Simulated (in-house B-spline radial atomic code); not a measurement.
Whole-atom quantities along the 49-electron series, configuration [Kr] 4d10 5s2 5p1. Computed with a B-spline radial code for spherical atoms: non-relativistic Hartree-Fock, average of the configuration, point nuclei.

This level leaves out relativity, spin-orbit splitting included, which matters for heavy ions.

```json
{"ion": "In", "Z": "49", "E/Z² (Eh)": "-2.3907", "Σ<r²> (bohr²)": "61.504", "n(0)/Z³ (bohr⁻³)": "0.70282", "Lamb diamagnetic shielding (ppm)": "4948.8", "repulsion over attraction": "0.15963"}
{"ion": "Sn+", "Z": "50", "E/Z² (Eh)": "-2.4091", "Σ<r²> (bohr²)": "47.146", "n(0)/Z³ (bohr⁻³)": "0.70359", "Lamb diamagnetic shielding (ppm)": "5080.38", "repulsion over attraction": "0.15829"}
{"ion": "Sb2+", "Z": "51", "E/Z² (Eh)": "-2.427", "Σ<r²> (bohr²)": "39.311", "n(0)/Z³ (bohr⁻³)": "0.70434", "Lamb diamagnetic shielding (ppm)": "5211.28", "repulsion over attraction": "0.1568"}
{"ion": "Te3+", "Z": "52", "E/Z² (Eh)": "?", "Σ<r²> (bohr²)": "?", "n(0)/Z³ (bohr⁻³)": "?", "Lamb diamagnetic shielding (ppm)": "?", "repulsion over attraction": "?"}
{"ion": "I4+", "Z": "53", "E/Z² (Eh)": "?", "Σ<r²> (bohr²)": "?", "n(0)/Z³ (bohr⁻³)": "?", "Lamb diamagnetic shielding (ppm)": "?", "repulsion over attraction": "?"}
{"ion": "Xe5+", "Z": "54", "E/Z² (Eh)": "-2.4782", "Σ<r²> (bohr²)": "26.847", "n(0)/Z³ (bohr⁻³)": "0.70647", "Lamb diamagnetic shielding (ppm)": "5601.96", "repulsion over attraction": "0.15194"}
{"ion": "Cs6+", "Z": "55", "E/Z² (Eh)": "-2.4944", "Σ<r²> (bohr²)": "24.281", "n(0)/Z³ (bohr⁻³)": "0.70714", "Lamb diamagnetic shielding (ppm)": "5731.76", "repulsion over attraction": "0.15026"}
{"ion": "Ba7+", "Z": "56", "E/Z² (Eh)": "-2.5103", "Σ<r²> (bohr²)": "22.137", "n(0)/Z³ (bohr⁻³)": "0.7078", "Lamb diamagnetic shielding (ppm)": "5861.43", "repulsion over attraction": "0.14858"}
{"ion": "La8+", "Z": "57", "E/Z² (Eh)": "-2.5257", "Σ<r²> (bohr²)": "20.312", "n(0)/Z³ (bohr⁻³)": "0.70844", "Lamb diamagnetic shielding (ppm)": "5990.99", "repulsion over attraction": "0.1469"}
{"ion": "Ce9+", "Z": "58", "E/Z² (Eh)": "?", "Σ<r²> (bohr²)": "?", "n(0)/Z³ (bohr⁻³)": "?", "Lamb diamagnetic shielding (ppm)": "?", "repulsion over attraction": "?"}
{"ion": "Pr10+", "Z": "59", "E/Z² (Eh)": "-2.5555", "Σ<r²> (bohr²)": "17.364", "n(0)/Z³ (bohr⁻³)": "0.70968", "Lamb diamagnetic shielding (ppm)": "6249.82", "repulsion over attraction": "0.14356"}
```

Task: Fill in the row of Te3+.

Result: E/Z² (Eh): -2.4445; Σ<r²> (bohr²): 33.979; n(0)/Z³ (bohr⁻³): 0.70506; Lamb diamagnetic shielding (ppm): 5341.78; repulsion over attraction: 0.15522.

Task: Fill in the row of I4+.

Result: E/Z² (Eh): -2.4615; Σ<r²> (bohr²): 29.991; n(0)/Z³ (bohr⁻³): 0.70578; Lamb diamagnetic shielding (ppm): 5471.98; repulsion over attraction: 0.1536.

Task: Fill in the row of Ce9+.

Result: E/Z² (Eh): -2.5408; Σ<r²> (bohr²): 18.738; n(0)/Z³ (bohr⁻³): 0.70907; Lamb diamagnetic shielding (ppm): 6120.44; repulsion over attraction: 0.14522.

Task: With what power of Z does the column «Σ<r²> (bohr²)» change over this range?

Result: A fit of the logarithm of its size against log Z from Z = 49 to 59 has slope -6.43. Unscreened non-relativistic hydrogenic orbitals would give -2.
